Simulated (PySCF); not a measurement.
Ligand exchange on a metal centre used in film growth or etching (Ta Cl-F). Gas-phase values, no solvent. In the def2 sets, heavy atoms carry core potentials. All members: neutral, multiplicity 1. Level: TPSSh-D3(BJ)/def2-TZVP // PBE-D3(BJ)/def2-SVP (PySCF), beside PBE-D3(BJ)/def2-TZVP // PBE-D3(BJ)/def2-SVP (PySCF) at the same geometries. 

```
species        HOMO–LUMO gap, PBE (eV)  HOMO–LUMO gap, TPSSh-D3(BJ) (eV)
-------------  -----------------------  --------------------------------
[Ta(Cl)5]                         3.37                              4.28
[Ta(Cl)4(F)]                      3.82                              4.77
[Ta(Cl)3(F)2]                     3.87                              4.82
[Ta(Cl)2(F)3]                     4.83                              5.88
[Ta(Cl)(F)4]                      5.95                              7.04
[Ta(F)5]                          6.63                          withheld
```

Question: Fit y = a + b·x, y being the HOMO–LUMO gap at the first level, to the 5 complete rows by least squares, with x = the PBE value in eV. Give a, b and the rms residual, and predict the withheld value.

Answer: Means of the 5 rows: x̄ = 4.368, ȳ = 5.358 eV. Σ(x − x̄)² = 4.2605 and Σ(x − x̄)(y − ȳ) = 4.5681, so b = 1.072 and a = ȳ − b·x̄ = 0.676 eV. The rms residual is 0.014 eV. At x = 6.63 the line gives 7.78 eV, outside the range of the fitted rows. The run for [Ta(F)5] gave 7.94 eV, so the line is off by 0.16 eV, more than twice the rms residual.

Codes: PySCF.
